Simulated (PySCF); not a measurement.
Field gradients from PBE0/pcSseg-1 densities (PySCF, non-relativistic) at GFN2-xTB geometries, isolated species, one conformer each; χzz is the principal value of largest magnitude, with Q(14N) = 0.02044 b, Q(35Cl) = −0.0817 b. Where η is near 1, a small change in the tensor can flip the sign of χzz. GFN2-xTB bond lengths can be off by several hundredths of an ångström, more for odd bonds, and the gradients follow them. These gradients aren't converged with respect to the basis.

Problem. Rank these 14N sites by the size of the quadrupole coupling, smallest first.
A. The nitrogen bonded to 2 S of `O=S(=O)(Cl)[N-]S(=O)(=O)Cl`
B. The imine nitrogen of `[H]/N=C\C(C)(C)[SiH2]CC`
C. The silicon-bound nitrogen of `CCCN1CCC[SiH2]1`
D. N5 (pyridine-type nitrogen) in `[CH3:1][c:2]1[cH:3][n:4][n:5][n:6][c:7]1[CH3:8]`
E. N2 (pyrrole-type nitrogen) in `[CH3:1][n:2]1[n:3][c:4]([C:5]#[N:6])[c:7]([C:8]#[N:9])[n:10]1`
F. N6 (pyrrole-type nitrogen) in `[CH2:1]=[CH:2][c:3]1[cH:4][n:5][n:6]([CH3:7])[n:8]1`

Solution. E (2.939 MHz), F (3.390 MHz), A (4.390 MHz), B (4.730 MHz), C (5.385 MHz), D (6.560 MHz).

Problem. Rank these 35Cl sites by the size of the quadrupole coupling, smallest first.
A. The alkyl chlorine of `CC[Si@@H](CCl)[C@@H](C)F`
B. The alkyl chlorine of `Cl[C@@]12C=C[C@@H](CC1)C2`
C. The chlorine bonded to S of `O=S(=O)(Cl)[N-]S(=O)(=O)Cl`

Solution. C (62.92 MHz), B (72.91 MHz), A (76.32 MHz).

All sites together:

```
nucleus                                                                                         site  Vzz (au)     η  χzz (MHz)
    14N            N6 (pyrrole-type nitrogen) in [CH2:1]=[CH:2][c:3]1[cH:4][n:5][n:6]([CH3:7])[n:8]1    -0.706  0.47     -3.390
    14N                                                the imine nitrogen of [H]/N=C\C(C)(C)[SiH2]CC    -0.985  0.35     -4.730
    14N  N2 (pyrrole-type nitrogen) in [CH3:1][n:2]1[n:3][c:4]([C:5]#[N:6])[c:7]([C:8]#[N:9])[n:10]1    -0.612  0.69     -2.939
    14N                                     the nitrogen bonded to 2 S of O=S(=O)(Cl)[N-]S(=O)(=O)Cl     0.914  0.92      4.390
    14N                                                the silicon-bound nitrogen of CCCN1CCC[SiH2]1    -1.121  0.36     -5.385
    14N               N5 (pyridine-type nitrogen) in [CH3:1][c:2]1[cH:3][n:4][n:5][n:6][c:7]1[CH3:8]    -1.366  0.08     -6.560
   35Cl                                              the alkyl chlorine of Cl[C@@]12C=C[C@@H](CC1)C2     3.798  0.02     -72.91
   35Cl                                       the chlorine bonded to S of O=S(=O)(Cl)[N-]S(=O)(=O)Cl     3.277  0.03     -62.92
   35Cl                                               the alkyl chlorine of CC[Si@@H](CCl)[C@@H](C)F     3.976  0.01     -76.32
```
